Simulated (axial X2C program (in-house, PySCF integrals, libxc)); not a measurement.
**Curves of SrS⁺ by EOM-IP-CCSD**

Computed with an axial X2C code built on PySCF integrals: two-component X2C with atomic mean-field Coulomb and Gaunt terms, Gaussian nuclei, basis Sr dyall-cv3z, S dyall-av3z with contracted cores.

Energies in eV from the lowest point of the lowest state; states are followed by energy order within each Ω. Reference: SrS, 16 electrons correlated in 88 virtual spinors with an MP2 remainder; levels at this size can be off by some tenths of an eV. Masses 87.906 and 31.972 u.

| R (Å) | (1)Ω=3/2 | (1)Ω=1/2 | (2)Ω=1/2 |
| --- | --- | --- | --- |
| 2.228 | 1.1064 | 0.8620 | 1.1554 |
| 2.325 | 0.5301 | 0.5465 | 0.5887 |
| 2.422 | 0.1881 | 0.2306 | 0.4306 |
| 2.531 | 0.0124 | 0.0548 | 0.4326 |
| 2.640 | 0.0000 | 0.0421 | 0.5465 |
| 2.785 | 0.1641 | 0.2056 | 0.8102 |

T1 of the reference reaches 0.028 (Lee–Taylor). Curves followed by order can swap character. Number of frozen shells: Sr 3 s, 2 p, 1 d; S 2 s, 1 p. Roots with under 60 % one-particle weight at any point are counted in the labels but not shown, and the list ends where the roots sought for some Ω run out; states that need a further excitation are missing and may lie low or lowest. Curves with a minimum but no constants failed the fit check.
